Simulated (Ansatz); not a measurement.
Steps of a relaxation of C4H7AlO with RKS PBE-D4/def2-SVP.

```sh
$ ansatz run in.yaml --threads 4 --pin off --events-out ev --progress --plain --max-ram 10444MiB
```

```yaml
crystal:
  periodic: [false, false, false]
  atoms:
    - {symbol: Al, position_ang: [-2.124100, -0.434200, -0.640500]}
    - {symbol: C, position_ang: [-0.567600, 0.645200, -0.078100]}
    - {symbol: C, position_ang: [0.576600, 0.292100, -0.918600]}
    - {symbol: C, position_ang: [1.628900, -0.156200, -0.133100]}
    - {symbol: C, position_ang: [1.080800, -0.164900, 1.252700]}
    - {symbol: O, position_ang: [-0.247100, 0.352500, 1.264600]}
    - {symbol: H, position_ang: [-2.041100, -1.401400, -1.877200]}
    - {symbol: H, position_ang: [-3.521500, -0.180300, 0.107400]}
    - {symbol: H, position_ang: [-0.767800, 1.752000, -0.126800]}
    - {symbol: H, position_ang: [0.694300, 0.405700, -1.957600]}
    - {symbol: H, position_ang: [2.521700, -0.494500, -0.447600]}
    - {symbol: H, position_ang: [1.743300, 0.511300, 1.903200]}
    - {symbol: H, position_ang: [1.043900, -1.162200, 1.666300]}
basis:
  gaussian: {orbitals: def2-SVP}
hamiltonian: {xc: pbe, dispersion: d4}
relax: {f_tol: 0.03, max_steps: 200}
```

Positions (Å) and forces (eV/Å) along the path, 10 of 13 steps:

```xyz
13
step=1 energy=-12885.5126 eV
Al   -2.124   -0.434   -0.640   -0.733    0.340    0.259
C    -0.568    0.645   -0.078   -1.153    1.317   -0.986
C     0.577    0.292   -0.919    2.722   -0.702    2.304
C     1.629   -0.156   -0.133   -6.135    1.820   -0.017
C     1.081   -0.165    1.253    1.446    1.221    1.334
O    -0.247    0.352    1.265    0.594   -0.628    0.019
H    -2.041   -1.401   -1.877    0.084   -0.353   -0.258
H    -3.522   -0.180    0.107   -0.002   -0.148    0.047
H    -0.768    1.752   -0.127   -0.196   -0.059   -0.345
H     0.694    0.406   -1.958   -0.246    0.305   -1.916
H     2.522   -0.494   -0.448    3.725   -1.345   -1.154
H     1.743    0.511    1.903   -0.408   -0.702   -0.039
H     1.044   -1.162    1.666    0.303   -1.067    0.752
13
step=3 energy=-12886.1165 eV
Al   -2.190   -0.383   -0.631    0.043   -0.038    0.090
C    -0.567    0.719   -0.164   -0.227    0.212   -0.413
C     0.645    0.353   -0.949    0.403   -0.024    0.047
C     1.592   -0.166   -0.136   -0.011   -0.041   -0.090
C     1.078   -0.195    1.281    0.041    0.082   -0.091
O    -0.270    0.294    1.189   -0.162   -0.206    0.229
H    -2.072   -1.478   -1.806    0.006    0.004    0.088
H    -3.554   -0.230    0.202    0.066    0.000    0.005
H    -0.769    1.824   -0.201    0.130   -0.096    0.069
H     0.768    0.488   -2.036   -0.116    0.067    0.087
H     2.596   -0.498   -0.445   -0.119   -0.012    0.081
H     1.682    0.453    1.969   -0.008    0.016   -0.033
H     1.081   -1.215    1.741   -0.047    0.035   -0.069
13
step=4 energy=-12886.1689 eV
Al   -2.174   -0.396   -0.599    0.252    0.071    0.093
C    -0.561    0.759   -0.214   -0.085    0.136   -0.338
C     0.681    0.393   -0.969   -0.256    0.203   -0.267
C     1.580   -0.167   -0.145    0.663   -0.291    0.084
C     1.034   -0.210    1.259   -0.036   -0.257   -0.068
O    -0.319    0.264    1.141   -0.162   -0.172   -0.018
H    -2.050   -1.551   -1.717    0.025    0.021    0.127
H    -3.507   -0.236    0.273    0.030    0.013    0.013
H    -0.728    1.869   -0.207    0.049   -0.110    0.053
H     0.821    0.571   -2.053   -0.062   -0.016    0.264
H     2.595   -0.524   -0.430   -0.416    0.128    0.155
H     1.616    0.433    1.966    0.039    0.094    0.015
H     1.031   -1.238    1.711   -0.040    0.179   -0.114
13
step=5 energy=-12886.2673 eV
Al   -2.132   -0.402   -0.544    0.434    0.066    0.191
C    -0.550    0.820   -0.285   -0.016   -0.005   -0.184
C     0.716    0.444   -1.000   -0.434    0.224   -0.097
C     1.569   -0.167   -0.159    0.548   -0.249    0.006
C     0.969   -0.244    1.223   -0.006   -0.292   -0.054
O    -0.392    0.202    1.058   -0.170   -0.046   -0.325
H    -1.981   -1.646   -1.561    0.054    0.080    0.155
H    -3.442   -0.221    0.353   -0.008    0.051   -0.005
H    -0.680    1.930   -0.205    0.013   -0.163    0.054
H     0.877    0.661   -2.073    0.047   -0.041    0.250
H     2.588   -0.539   -0.406   -0.391    0.128    0.097
H     1.514    0.404    1.956   -0.028    0.067    0.009
H     0.964   -1.277    1.657   -0.043    0.181   -0.097
13
step=7 energy=-12886.4884 eV
Al   -2.029   -0.428   -0.407    0.373    0.008    0.243
C    -0.542    0.901   -0.386    0.070   -0.001   -0.171
C     0.749    0.526   -1.035   -0.309    0.154    0.025
C     1.538   -0.173   -0.193    0.293   -0.140   -0.045
C     0.871   -0.311    1.152    0.067   -0.114   -0.042
O    -0.483    0.145    0.923   -0.220    0.040   -0.183
H    -1.779   -1.775   -1.254    0.030    0.102    0.127
H    -3.369   -0.145    0.417   -0.022    0.028   -0.057
H    -0.654    1.997   -0.204   -0.035   -0.137    0.026
H     0.975    0.810   -2.078    0.077   -0.052    0.165
H     2.550   -0.564   -0.406   -0.214    0.076    0.019
H     1.360    0.330    1.932   -0.064   -0.030   -0.028
H     0.834   -1.349    1.553   -0.044    0.066   -0.079
13
step=8 energy=-12886.5334 eV
Al   -1.945   -0.459   -0.272   -0.511   -0.030   -0.397
C    -0.538    0.935   -0.432   -0.007    0.133   -0.239
C     0.760    0.572   -1.042   -0.102   -0.086    0.074
C     1.523   -0.177   -0.214   -0.032    0.068   -0.033
C     0.833   -0.342    1.116    0.115   -0.028    0.073
O    -0.514    0.148    0.876    0.371    0.110    0.384
H    -1.670   -1.806   -1.095    0.071   -0.028    0.145
H    -3.375   -0.105    0.381    0.179   -0.043    0.000
H    -0.676    2.016   -0.217   -0.032   -0.025    0.021
H     1.027    0.872   -2.067    0.040    0.019    0.051
H     2.523   -0.580   -0.426   -0.005   -0.005   -0.009
H     1.306    0.277    1.922   -0.045   -0.065   -0.029
H     0.764   -1.386    1.487   -0.042   -0.019   -0.042
13
step=9 energy=-12886.5472 eV
Al   -1.932   -0.461   -0.281   -0.256    0.064   -0.019
C    -0.541    0.943   -0.436   -0.097   -0.153    0.118
C     0.747    0.578   -1.039    0.193    0.352   -0.035
C     1.531   -0.143   -0.213    0.073   -0.282    0.048
C     0.850   -0.353    1.112   -0.048    0.005   -0.032
O    -0.477    0.193    0.923   -0.366    0.301   -0.280
H    -1.673   -1.905   -0.921    0.167    0.017    0.054
H    -3.379   -0.060    0.276    0.063    0.002    0.081
H    -0.721    2.027   -0.267    0.014   -0.047    0.052
H     1.042    0.935   -2.035   -0.029   -0.099   -0.089
H     2.516   -0.565   -0.449    0.079    0.068   -0.002
H     1.344    0.192    1.954    0.039   -0.117   -0.006
H     0.713   -1.416    1.392    0.167   -0.111    0.110
13
step=11 energy=-12886.5813 eV
Al   -1.957   -0.439   -0.286    0.039   -0.096   -0.020
C    -0.545    0.949   -0.449    0.015    0.009    0.033
C     0.759    0.596   -1.041    0.015   -0.028   -0.067
C     1.521   -0.157   -0.219   -0.069    0.027    0.036
C     0.821   -0.366    1.097    0.027    0.012    0.007
O    -0.497    0.221    0.902   -0.031   -0.002   -0.036
H    -1.558   -1.878   -0.888   -0.045    0.097    0.073
H    -3.387   -0.069    0.333    0.042   -0.022   -0.019
H    -0.721    2.031   -0.271    0.008    0.013   -0.009
H     1.049    0.910   -2.055   -0.002    0.024    0.013
H     2.521   -0.553   -0.438    0.013   -0.010   -0.002
H     1.327    0.154    1.947   -0.007   -0.025    0.007
H     0.686   -1.432    1.383   -0.004    0.000   -0.014
13
step=12 energy=-12886.5789 eV rejected
Al   -1.941   -0.449   -0.274    0.027    0.094   -0.012
C    -0.538    0.958   -0.440   -0.113   -0.045   -0.301
C     0.762    0.610   -1.044   -0.086    0.037    0.122
C     1.515   -0.152   -0.223    0.153    0.015   -0.061
C     0.817   -0.376    1.087   -0.012   -0.009    0.078
O    -0.493    0.238    0.906   -0.001    0.033    0.039
H    -1.535   -1.908   -0.784    0.008   -0.006   -0.007
H    -3.380   -0.046    0.288   -0.024   -0.026    0.027
H    -0.748    2.040   -0.300    0.055   -0.045    0.105
H     1.057    0.946   -2.049   -0.015   -0.010    0.002
H     2.513   -0.553   -0.446    0.016   -0.009    0.015
H     1.324    0.108    1.958    0.024   -0.019   -0.034
H     0.666   -1.449    1.335   -0.033   -0.009    0.025
13
step=13 energy=-12886.5842 eV
Al   -1.949   -0.442   -0.280   -0.007   -0.012    0.000
C    -0.542    0.954   -0.454   -0.026   -0.003   -0.015
C     0.762    0.601   -1.045    0.025    0.001    0.001
C     1.520   -0.152   -0.220   -0.012    0.005   -0.007
C     0.816   -0.371    1.091    0.003    0.004    0.014
O    -0.497    0.231    0.899    0.005   -0.003    0.012
H    -1.553   -1.889   -0.836    0.003    0.013    0.010
H    -3.383   -0.071    0.322    0.005    0.001    0.000
H    -0.724    2.036   -0.281    0.007    0.004   -0.006
H     1.057    0.928   -2.053   -0.005    0.002    0.001
H     2.520   -0.550   -0.438    0.007    0.001    0.004
H     1.323    0.130    1.952   -0.004   -0.015   -0.005
H     0.669   -1.440    1.358   -0.002    0.002   -0.007
```

It took 22 s on 4 threads of an Arm Neoverse V1 on a shared host, with 0.17 GiB of host memory at the peak.
